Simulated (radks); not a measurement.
Values are calculated unless marked as measured or tabulated.
Ionisation of neutral niobium, [Kr] 4d4 5s1, to Nb+, [Kr] 4d4, under several functionals. Scalar-relativistic Kohn-Sham, spin-polarised, spherical densities, point nucleus; open shells are filled with parallel spins first (spin-orbit coupling, left out, can overturn this in heavy ions); a radial shooting solver on a logarithmic mesh with Libxc functionals. The NIST Atomic Spectra Database gives 6.759 eV (measured). Rank these functionals by the error of their Delta-SCF ionisation energy: exchange-only B88; BP86; OLYP; PW91; exchange-only PBE.

Answer. From best to worst: OLYP 6.756 eV (-0.003); exchange-only PBE 6.950 eV (+0.191); exchange-only B88 6.966 eV (+0.207); PW91 7.232 eV (+0.473); BP86 7.321 eV (+0.562). Open shells are spherical and high-spin; term and fine-structure splittings are not resolved.
